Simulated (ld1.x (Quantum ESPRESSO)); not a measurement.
Os: PAW pseudisation with BP86, scalar-relativistic reference atom.

Os, PAW, made with ld1.x (Quantum ESPRESSO) 7.5 (BP86, scalar-relativistic). Core [Kr] 4d10, reference 4f14 5s2 5p6 5d6 6s1 6p0 (charge +1). Waves: 5s (bound): rcut 1.30, rcutus 1.40 bohr; 6s (bound): rcut 1.30, rcutus 1.40 bohr; 5p (bound): rcut 1.50, rcutus 1.80 bohr; 6p (bound, empty): rcut 1.50, rcutus 1.80 bohr; 5d (bound): rcut 1.50, rcutus 1.70 bohr; 5d channel at 1.75 Ry: rcut 1.50, rcutus 1.70 bohr; 4f (bound): rcut 1.00, rcutus 1.15 bohr; 4f channel at -3.6 Ry: rcut 1.00, rcutus 1.15 bohr. Local part: all-electron potential smoothed inside 1.80 bohr (lloc = -1). Core correction: a·sin(br)/r model core inside 0.85 bohr. Augmentation charge: BESSEL, radius 0.85 bohr.

All-electron outer shells of the reference configuration (BP86, scalar-relativistic, ld1.x):

```json
{"shell": "4p", "level (eV)": "-479.91", "outermost node (bohr)": "0.23", "outermost maximum (bohr)": "0.42"}
{"shell": "4d", "level (eV)": "-281.05", "outermost node (bohr)": "0.21", "outermost maximum (bohr)": "0.44"}
{"shell": "5s", "level (eV)": "-99.79", "outermost node (bohr)": "0.51", "outermost maximum (bohr)": "0.91"}
{"shell": "4f", "level (eV)": "-60.19", "outermost node (bohr)": "–", "outermost maximum (bohr)": "0.40"}
{"shell": "5p", "level (eV)": "-59.07", "outermost node (bohr)": "0.55", "outermost maximum (bohr)": "1.03"}
{"shell": "5d", "level (eV)": "-14.29", "outermost node (bohr)": "0.60", "outermost maximum (bohr)": "1.36"}
{"shell": "6s", "level (eV)": "-13.34", "outermost node (bohr)": "1.20", "outermost maximum (bohr)": "2.39"}
{"shell": "6p", "level (eV)": "-7.19", "outermost node (bohr)": "1.42", "outermost maximum (bohr)": "3.10"}
```

Question: Is the overlap operator S = 1 + Σ q|β⟩⟨β| positive definite (Bessel basis up to 400 Ry)?

Answer: No: its lowest eigenvalue is -1562.100, in the s channel, so the generalised eigenproblem breaks down once the basis is large enough.

Its largest configuration-test error is -5.6 meV (4f14 5s2 5p6 5d6 6s0 6p0). Test run stopped at test 3 of 7 (negative rho).

The ghost test of this file was not conclusive. Its overlap operator is not positive definite in a basis up to 400 Ry (lowest eigenvalue s -1562.10, p -2.09), so the file is unfit for use: the generalised eigenproblem breaks down once the basis is large enough, and its test numbers describe a broken file.
